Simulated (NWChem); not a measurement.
# MoNH3O3; SMILES [NH2][Mo](=[O])(=[O])[OH]

```xyz
8

Mo     0.0606     0.0138     0.0000
O      1.0250     0.0677    -1.3720
O      1.0250     0.0677     1.3720
O     -1.1392     1.4528     0.0000
H     -0.9295     2.3928     0.0000
N     -0.9466    -1.6218     0.0000
H     -1.1389    -2.1631    -0.8393
H     -1.1389    -2.1631     0.8393
```
Atoms are numbered in this order, from 1.

Computed with NWChem. Geometry: optimised at PBE0/def2-SVP. Not confirmed as a minimum by frequencies. def2 effective core potentials on Mo; no spin-orbit coupling.

For level LC-BLYP (range parameter 0.33 per bohr)/def2-SVP:

| Property | Value |
|---|---|
| highest occupied level (eV) | -10.59 |
| orbital gap (eV) | 10.98 |

Q: How do the values read with level B97-D/def2-SVP instead?

A: The highest occupied level (eV) is -6.86 and the orbital gap (eV) comes out as 4.29.
